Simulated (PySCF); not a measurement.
B(Cl)(vinyl)(NH2) (C2H5BClN), SMILES C=CB(Cl)N.

Geometry optimised at PBE-D3(BJ)/def2-SVP. This is a generated structure with no PubChem entry under its InChIKey; it may be hypothetical. The values are those of a single conformer.

All values below come from PySCF with PBE-D3(BJ)/def2-SVP.

Frequencies are harmonic and unscaled.

Computed harmonic wavenumbers and intensities:
```
mode  ν (cm⁻¹)  IR (km/mol)   moving atoms (share of kinetic energy)
----  --------  -----------  ---------------------------------------
1           78          0.7                   C 48 %, H 37 %, Cl 8 %
2          196          1.6   C 28 %, H 27 %, N 25 %, Cl 12 %, B 9 %
3          291          1.1          C 33 %, H 26 %, N 18 %, Cl 16 %
4          334          5.7  H 41 %, B 18 %, Cl 15 %, N 15 %, C 11 %
5          433         26.3          H 38 %, C 21 %, Cl 21 %, B 18 %
6          487        112.6                           H 72 %, N 20 %
7          573         12.7                                   H 89 %
8          637         20.7  H 26 %, N 22 %, C 21 %, B 17 %, Cl 15 %
9          656         17.7                   B 37 %, H 34 %, C 25 %
10         807          5.2            H 57 %, N 16 %, C 16 %, B 9 %
11         938         29.0                           H 72 %, C 28 %
12         993          4.3                           H 77 %, C 18 %
13        1014         10.0                            H 91 %, C 9 %
14        1077        200.6                    B 57 %, H 29 %, N 8 %
15        1253         16.0                           H 68 %, C 27 %
16        1335         47.0                           H 45 %, B 43 %
17        1396         35.6                   H 70 %, C 14 %, B 14 %
18        1538        169.7                   H 63 %, N 24 %, B 13 %
19        1636         26.7                           C 86 %, H 12 %
20        3048         15.9                                   H 95 %
21        3078          3.1                            H 92 %, C 8 %
22        3139         14.2                           H 89 %, C 11 %
23        3516         36.6                                   H 96 %
24        3625         31.3                            H 91 %, N 9 %
```
